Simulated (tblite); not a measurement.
Parent: `[CH3:1][CH2:2][P:3]1[CH2:4][CH2:5][SiH2:6][CH2:7][CH2:8]1` with C1–C2–P3–C4 177°, C2–P3–C4–C5 -171°, P3–C4–C5–Si6 64°, C4–C5–Si6–C7 -47°, C5–Si6–C7–C8 47°, C6H15PSi.

Structures optimised with GFN2-xTB, isolated species. One conformer each, not checked by frequencies here.

```tsv
coordinate of the parent	value
C1–C2	1.523 Å
C2–P3	1.866 Å
P3–C4	1.862 Å
C4–C5	1.526 Å
C5–Si6	1.902 Å
Si6–C7	1.901 Å
C7–C8	1.526 Å
P3–C8	1.862 Å
C1–C2–P3	112.2°
C2–P3–C4	96.9°
C2–P3–C8	98.6°
C4–P3–C8	98.3°
P3–C4–C5	111.6°
C4–C5–Si6	111.6°
C5–Si6–C7	107.2°
Si6–C7–C8	111.7°
P3–C8–C7	111.4°
```

Question: How does the shared frame change in `[CH3:1][CH2:2][P:3]1(=[O:4])[CH2:5][CH2:6][SiH2:7][CH2:8][CH2:9]1` with C1–C2–P3–O4 180°, C2–P3–C5–C6 -176°, P3–C5–C6–Si7 -63°, C5–C6–Si7–C8 52°, C6–Si7–C8–C9 -52°, C6H15OPSi? Atoms pair as C1 = C1, C2 = C2, P3 = P3, C4 = C9, C5 = C8, Si6 = Si7, C7 = C6, C8 = C5 (parent first).

Answer: 
| parent | relative | value in the relative | change |
| --- | --- | --- | --- |
| C1–C2 | C1–C2 | 1.519 Å | -0.004 |
| C2–P3 | C2–P3 | 1.843 Å | -0.023 |
| P3–C4 | P3–C9 | 1.838 Å | -0.024 |
| C4–C5 | C9–C8 | 1.523 Å | -0.003 |
| C5–Si6 | C8–Si7 | 1.900 Å | -0.002 |
| Si6–C7 | Si7–C6 | 1.900 Å | -0.001 |
| C7–C8 | C6–C5 | 1.523 Å | -0.003 |
| P3–C8 | P3–C5 | 1.838 Å | -0.024 |
| C1–C2–P3 | C1–C2–P3 | 116.9° | +4.7 |
| C2–P3–C4 | C2–P3–C9 | 106.8° | +9.9 |
| C2–P3–C8 | C2–P3–C5 | 106.3° | +7.7 |
| C4–P3–C8 | C9–P3–C5 | 105.4° | +7.1 |
| P3–C4–C5 | P3–C9–C8 | 107.6° | -4.0 |
| C4–C5–Si6 | C9–C8–Si7 | 110.7° | -0.9 |
| C5–Si6–C7 | C8–Si7–C6 | 108.3° | +1.1 |
| Si6–C7–C8 | Si7–C6–C5 | 110.5° | -1.2 |
| P3–C8–C7 | P3–C5–C6 | 107.7° | -3.7 |

Of the parent's bonds, C2–P3, P3–C4 and P3–C8 change most and about equally (-0.024 to -0.023 Å). Bonds of the relative outside the shared frame: P3=O4 1.469 Å. Point group C1 → Cs.

All values are computed, not measured.
